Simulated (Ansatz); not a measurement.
`[OH][Ti]([F])([F])[F]`, charge 0, multiplicity 1.

(1) Give a relaxed structure at PBE0-D4/def2-TZVP (Ansatz 0.2.0). (An estimate is asked.)

Results:

(1) The calculation gave: 
Z-matrix (Å, degrees):
```
Ti
F 1 1.749
F 1 1.750 2 110.1
O 1 1.762 2 109.1 3 120.6
F 1 1.750 2 110.1 3 -118.8
H 4 0.957 1 142.9 2 179.3
```
Point group Cs.
